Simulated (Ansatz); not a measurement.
Consider the formal hydrolysis of a Cd–Br bond: `[SiH3][O][Cd][Br]` + H₂O → `[OH][Cd][O][SiH3]` + HBr.

Gas-phase electronic energies from Ansatz, PBE0-D4/def2-TZVP geometries. CCSD(T)/CBS adds triple-zeta CCSD(T) − MP2 to the extrapolated MP2 energy (def2 sets, frozen cores). This one scheme is used for every species. DFT in def2-TZVPP. def2 core potentials past Kr. For Br, Cd outer-core shells are correlated without core-valence functions, which leaves a few kJ/mol of doubt a bond. Scalar relativity is left out up to krypton. One conformer a species, not always the lowest.

```
           level  ΔE (kJ/mol)
      r2SCANh-D4        140.0
          B2PLYP        134.6
            PBE0        143.1
         r2SCAN0        147.5
       CAM-B3LYP        133.9
    MP2/def2-SVP        140.5
   CCSD/def2-SVP        140.6
CCSD(T)/def2-SVP        137.0
```

(1) What does CCSD(T)/CBS give? (Estimate.)

Largest T1 diagnostic among the species: 0.016.

## Answers

(1) Ansatz gave: +143.2 kJ/mol. The listed levels differ from it by -3.2, -8.6, -0.1, 4.3, -9.3, -2.7, -2.6, -6.2 kJ/mol.

At CCSD(T), def2-SVP lies −6.2 kJ/mol from the extrapolated value and def2-TZVPP −8.6 kJ/mol. From BLYP to BHLYP (50 % exact exchange), in def2-TZVPP and without D4, ΔE moves by +29.3 kJ/mol. In def2-TZVPP, CCSD(T) changes the Hartree–Fock value by −35.5 kJ/mol (the triples alone add −4.3 kJ/mol) and MP2 by −34.3 kJ/mol.
